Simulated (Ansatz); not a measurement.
`[CH3][GeH]([F])[SiH2]F` → C• + 2 F• + Ge• + 6 H• + Si•  (atomization)

Program: Ansatz. Geometries: PBE0-D4/def2-TZVP. ΔE: electronic, gas phase. CBS: MP2 limit from def2 TZ/QZ plus the TZ coupled-cluster correction, frozen cores. This one scheme is used for every species, atoms too. Functionals use def2-TZVPP. B3LYP here is the variant with VWN-RPA as its local correlation; programs differ in this. Open shells (•) are unrestricted, without spin–orbit coupling. Spin–orbit coupling would lower the free atoms: a little for C, F, Si; clearly for Ge. Bonds to Ge are less sure, by a few kJ/mol each and by 10 to 20 or more in all where they break to atoms, as the def2 sets lack core-valence functions. Scalar relativity is left out up to krypton. Each species was taken in one conformer, which may not be the lowest.

`[CH3][GeH]([F])[SiH2]F`:

Z-matrix (Å, degrees):
```
C
Ge 1 1.942
H 1 1.090 2 109.5
H 1 1.092 2 110.2 3 119.9
H 1 1.090 2 110.0 3 -120.1
F 2 1.755 1 105.9 3 56.3
Si 2 2.395 1 114.8 3 172.8
H 2 1.544 1 112.1 3 -57.5
F 7 1.606 2 108.7 1 -36.6
H 7 1.483 2 111.7 1 -156.1
H 7 1.487 2 110.6 1 81.4
```

```csv
level,ΔE (kJ/mol),difference from CCSD(T)/CBS
PBE-D4,3810.9,-2.6
r2SCAN-D4,3801.4,-12.1
B3LYP-D4,3775.6,-37.9
ωB97M-V,3786.5,-27.0
B2PLYP,3750.6,-62.9
PBE,3789.5,-24.0
PBE0,3739.7,-73.8
HF/def2-TZVPP,2839.5,-974.0
SCS-MP2/def2-TZVPP,3756.3,-57.2
CCSD/def2-TZVPP,3677.8,-135.7
HF/def2-QZVPP,2846.7,-966.8
MP2/def2-QZVPP,3825.3,11.8
SCS-MP2/def2-QZVPP,3817.4,3.9
HF/CBS(def2),2847.8,-965.7
MP2/CBS(def2),3861.1,47.6
CCSD/CBS(def2),3767.7,-45.8
CCSD(T)/CBS,3813.5,0
```

Largest T1 diagnostic among the species: 0.012.

From PBE to PBE0 (25 % exact exchange), in def2-TZVPP and without D4, ΔE moves by −49.8 kJ/mol: exact exchange takes away binding that semilocal exchange gives to molecules. The D4 term adds +34.6 kJ/mol with B3LYP and +18.3 kJ/mol with PBE0; it sums over pairs of atoms, weighted by their polarisabilities, and B3LYP, whose exchange is more repulsive, gets the larger term. In def2-TZVPP, CCSD(T) changes the Hartree–Fock value by +884.1 kJ/mol (the triples alone add +45.8 kJ/mol) and MP2 by +931.7 kJ/mol; breaking electron pairs costs correlation energy, which Hartree–Fock lacks.

For atomizations the MP2-based limit and the directly extrapolated one differ by several kJ/mol either way, and by 10 to 25 for some Ge, Se and Sn compounds, so smaller differences from it don't rank the levels.
